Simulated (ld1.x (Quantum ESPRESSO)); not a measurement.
## Logarithmic derivatives: lanthanum (La), TM

ld1.x (Quantum ESPRESSO) 7.5 input, shortened:

```
&input
   title='La', zed=57., rel=0, dft='PW91', iswitch=3,
   config='[Xe] 4f0 5d1 6s0.5 6p0'
 /
 &inputp
   pseudotype=2, tm=.true., lloc=-2, rcloc=2.65,
   nlcc=.false.
 /
4
5S  1  0   2.00   0.00  2.05  2.05  0.0
5P  2  1   6.00   0.00  3.15  3.15  0.0
5D  3  2   1.00   0.00  3.25  3.25  0.0
4F  4  3   0.00   0.00  1.80  1.80  0.0
 &test
   configts(1)='4f0 5s2 5p6 5d1 6s0.5 6p0'
 /
```

Occupied shells without a wave of their own: 6s. They enter only through the test configuration that unscreens the potential.

The phase is arctan(r·u′/u) with u = r·R(r), unwrapped; energies in Ry, scanned from -5 to 5 Ry. A pole is an energy at which the radial function vanishes at the test radius. The pseudo phase is shifted by a multiple of π to meet the all-electron one at the reference energy, and phase errors are pseudo minus all-electron; the curves can meet again beyond the range given. Levels narrower than the energy grid can be missing from the lists of poles.

Problem. For each channel, where are the poles, and over which energies does the pseudopotential scatter like the atom?

Solution.

```csv
channel,radius (bohr),reference energy (Ry),"poles, all-electron","poles, pseudo",unbroken range about the reference energy with phases within 0.05 rad,phase error 1 Ry above the reference energy (rad)
s,3.54,-3.30,"-3.27, 0.97","-3.27, -0.40, 2.53",below -1.5,-0.004
p,3.54,-2.30,"-2.22, 1.74","-2.22, 1.56",below -0.4,-0.002
d,3.54,-0.89,"-0.53, 3.30","-0.53, 3.33",the whole range,+0.001
f,3.54,-1.23,"-1.22, 1.54","-1.22, 2.03",below -0.2,+0.040
```

The potential misses its own reference levels by up to 2.1 eV, so it is not fit for use.

Phases in the p channel:

| E (Ry) | all-electron | pseudo |
| --- | --- | --- |
| -5.00 | 1.425 | 1.425 |
| -4.48 | 1.413 | 1.413 |
| -3.96 | 1.398 | 1.398 |
| -3.44 | 1.374 | 1.374 |
| -2.92 | 1.328 | 1.328 |
| -2.40 | 0.676 | 0.675 |
| -1.88 | -1.753 | -1.754 |
| -1.36 | -1.856 | -1.858 |
| -0.84 | -2.022 | -2.031 |
| -0.32 | -2.637 | -2.715 |
| 0.20 | -4.133 | -4.199 |
| 0.72 | -4.519 | -4.546 |
| 1.24 | -4.645 | -4.666 |
| 1.76 | -4.715 | -4.737 |
| 2.28 | -4.769 | -4.799 |
| 2.80 | -4.826 | -4.879 |
| 3.32 | -4.910 | -5.053 |
| 3.84 | -5.105 | -6.070 |
| 4.36 | -6.174 | -7.481 |
| 4.88 | -7.449 | -7.693 |
